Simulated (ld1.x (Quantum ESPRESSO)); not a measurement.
# cobalt (Co), PAW: configuration errors across variants

* Element: cobalt
* Generator: ld1.x (Quantum ESPRESSO) 7.5
* Type: PAW
* Functional: Wu–Cohen
* Relativity: scalar-relativistic
* Frozen core: [Ar]
* Valence charge: 9
* Reference configuration: 3d7 4s1.5 4p0.5
* Partial waves: 4s (bound): rcut 1.75, rcutus 2.40 bohr; 4s channel at 0.3 Ry: rcut 1.75, rcutus 2.40 bohr; 4p (bound): rcut 2.85, rcutus 3.85 bohr; 4p channel at 0.7 Ry: rcut 2.85, rcutus 3.85 bohr; 3d (bound): rcut 0.75, rcutus 0.95 bohr; 3d channel at 0.25 Ry: rcut 0.75, rcutus 0.95 bohr
* Local potential: all-electron potential smoothed inside 2.65 bohr (lloc = -1)
* Core correction: Bessel-smoothed model core inside 0.85 bohr
* Augmentation charge: BESSEL, radius 0.80 bohr

All-electron excitation energies from the reference (eV): (1) 3d7 4s2 4p0 -2.174; (2) 3d7 4s1 4p0 6.888; (3) 3d7 4s0 4p0 23.567; (4) 3d6 4s0 4p0 59.439; (5) 3d6 4s2 4p1 7.534; (6) 3d7 4s0 4p1 12.318; (7) 3d7.5 4s1.5 4p0 -3.137.

The overlap operator is not positive definite (basis up to 400 Ry) in “waves 4p (bound): rcut 2.85, rcutus 4.46 bohr; 4p channel at 0.7 Ry: rcut 2.85, rcutus 4.46 bohr”. Such files are unfit for use, however small their errors in these radial tests.

3 further variants failed, have other tests or too few solved ones, and are left out.

Errors AE − PS in meV (a dash: test not solved or not reliable):

```csv
change,(1),(2),(3),(4),(5),(6),(7),bound ghosts
base,0.0,-0.8,-13,-253,-117,-7.5,-18,none
"all radii but the core radius scaled by about 1.11 (s 2.66, p 4.26, d 1.06 bohr, rcut 1.94/3.16/0.84); local potential all-electron potential smoothed inside 2.94 bohr (lloc = -1); augmentation BESSEL, radius 0.88 bohr",+0.6,-0.7,-14,-258,-39,-6.4,-18,none
"waves 4p (bound): rcut 2.85, rcutus 4.46 bohr; 4p channel at 0.7 Ry: rcut 2.85, rcutus 4.46 bohr",+0.3,-1.4,-14,-249,-24,-5.2,-18,not determined (overlap not positive)
local potential all-electron potential smoothed inside 3.76 bohr (lloc = -1),+0.2,-1.9,-16,-299,-135,-6.0,-24,none
```

**Question.** Give the same row for: local potential all-electron potential smoothed inside 2.15 bohr (lloc = -1).

**Answer.** -0.1, +0.6, -6.5, -255, -75, -8.1, -14; bound ghosts: none.
